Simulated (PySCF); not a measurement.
## Molecular orbitals of CsPb

PBE0 at R = 3.639 Å; basis Cs def2-SVPD with ECP46, Pb def2-SVPD with ECP60; scalar-relativistic core potentials; PySCF 2.14. State: ⁴Σ⁻ (quartet), unpaired electrons σ ↑, π ↑↑. Only the outer orbitals are listed, counted within each symmetry, core potentials removing the inner ones.

```tsv
spin	orbital	occ.	ε (eV)	on Cs (%)	main shells (%)
α	3π	1	-15.54	100	100 Cs p
α	3π	1	-15.54	100	100 Cs p
α	5σ	1	-15.51	97	97 Cs p
α	6σ	1	-11.91	2	98 Pb s
α	7σ	1	-3.67	25	75 Pb p, 21 Cs s
α	4π	1	-3.40	9	90 Pb p
α	4π	1	-3.40	9	90 Pb p
α	8σ	0	-1.41	88	74 Cs s, 13 Cs p, 13 Pb p
α	5π	0	-0.37	99	82 Cs p, 17 Cs d
α	5π	0	-0.37	99	82 Cs p, 17 Cs d
β	3π	1	-15.49	100	100 Cs p
β	3π	1	-15.49	100	100 Cs p
β	5σ	1	-15.36	99	99 Cs p
β	6σ	1	-10.06	1	99 Pb s
β	7σ	0	-1.43	89	86 Cs s, 14 Pb p
β	4π	0	-0.49	32	68 Pb p, 17 Cs p, 16 Cs d
β	4π	0	-0.49	32	68 Pb p, 17 Cs p, 16 Cs d
```

Which are the highest filled and the lowest empty level, where do they sit, and how wide is the gap?

Highest filled α 4π at -3.40 eV (in %: 90 Pb p); lowest empty β 7σ at -1.43 eV (in %: 86 Cs s, 14 Pb p); the gap at PBE0 is 1.97 eV.

```json
{
  "bond order (Mayer)": "0.72",
  "⟨S²⟩": "3.753",
  "charge on Cs (Mulliken, basis-dependent)": "0.57",
  "charge on Cs (Löwdin, basis-dependent)": "0.40",
  "dipole moment (positive dipole means Cs(−)Pb(+))": "-10.19 D",
  "polarisability along the bond": "281.9 bohr³",
  "polarisability across the bond": "152.0 bohr³"
}
```

Spin–orbit coupling is left out, which matters for elements this heavy, above all for dissociation energies. The state was picked by a PBE0 search and need not be the measured ground state.
